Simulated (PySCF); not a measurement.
## Unknown compound

The spectra below were simulated for a compound C5H6FNSi.

¹H NMR (400 MHz, computed): δ 4.72 (m, 1H), 4.45 (m, 1H), 2.10 (m, 1H), 1.98 (m, 3H).

¹³C{¹H} NMR (computed): δ 123.5 (C), 108.3 (CH), 82.7 (C), 82.6 (C), 26.2 (CH3).

PySCF 2.14.0 with density-fitted response routines calculation with GFN2-xTB geometry and shieldings: GIAO PBE0/pcSseg-1; one conformer, non-relativistic, equivalent nuclei averaged, no solvent model.

Chemical shifts δ = σref − σ; TMS for ¹H and ¹³C, all at this level.

Task: Deduce the structure.

Result: 
Rings plus π bonds: 4 (no ring in the answer). 5 carbon signals for 5 carbons: no two carbons are equivalent. Carbon types of the structure: 3 × C, 1 × CH, 1 × CH3, leaving 2 H on heteroatoms. δC 123.5: nitrile carbon; C≡N carbons fall here, among the sp2 signals but without a proton. δC 108.3: terminal alkyne carbon. δC 82.7: fully substituted sp3 carbon bonded to F and Si, α to a nitrile; the inductive effect lowers its shielding. δC 82.6: alkyne carbon; sp carbons lie upfield of alkene carbons because the cylindrical π system leaves one tensor component strongly shielded. δC 26.2: methyl carbon; a saturated carbon with 1 carbon neighbour and no heteroatom attached. δH 2.10: hydrogen on a terminal alkyne carbon; it lies on the axis of the triple bond, in its shielding cone. δH 1.98: hydrogen on a methyl carbon.

The compound is `[C@]([SiH2]C#C)(C)(F)C#N`.

This is the structure that produced the data.

Splittings by ¹⁹F in the carbon and heteronuclear signals aren't shown, as no couplings were computed. Shifts are as computed. Against solution values, carbons near 30 ppm lie about +3 ppm off and those near 130 ppm about +5 ppm. Of 1211 compounds with measured shifts, 218 miss one by over three times the rms of a fit or turn the order of signals round; such compounds aren't used in these exercises. Multiplicities follow the n + 1 count of equivalent neighbours, as no J values were calculated; m marks all less simple cases, F and P coupling included.
